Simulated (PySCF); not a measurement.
NMR data simulated for an unnamed compound:

¹H NMR (400 MHz, computed): δ 5.28 (m, 2H), 5.21 (m, 2H), 4.68 (s, 1H).

¹³C{¹H} NMR (computed): δ 110.6 (C).

Theory: coordinates at the PBE0-D3(BJ)/def2-SVP level, σ from GIAO-PBE0/pcSseg-1, in PySCF 2.14.0 with density-fitted response routines (non-relativistic Hamiltonian, in vacuum, one conformer, rapidly exchanging positions averaged).

δ = σ(ref) − σ, references computed at the same level: ¹H and ¹³C against TMS.

Q: Which of these does the molecule contain: an N-methyl group, a Si–H bond, a heteroaromatic ring, an aldehyde?

A: 
- An N-methyl group: no.
- A Si–H bond: yes (δH 4.68 (s)).
- A heteroaromatic ring: no.
- An aldehyde: no.

The data belong to SMILES ClC(Cl)(Cl)[SiH]1O[SiH2]O[SiH2]O1, CH5Cl3O3Si3; they needn't prove each group on their own.

Carbon signals by region: 1 in the sp2 and nitrile region (100–160 ppm).

Carbons that carry Cl, above all several Cl atoms, come out too deshielded, partly because spin–orbit coupling is missing. Shifts are as computed. Against solution values, carbons near 30 ppm lie about +2 ppm off and those near 130 ppm about +5 ppm; carbons on Cl a further +5 ppm. Of 1309 compounds with measured shifts, 239 miss one by over three times the rms of a fit or turn the order of signals round; such compounds aren't used in these exercises. Multiplicities follow the n + 1 count of equivalent neighbours, as no J values were calculated; m marks all less simple cases, F and P coupling included.
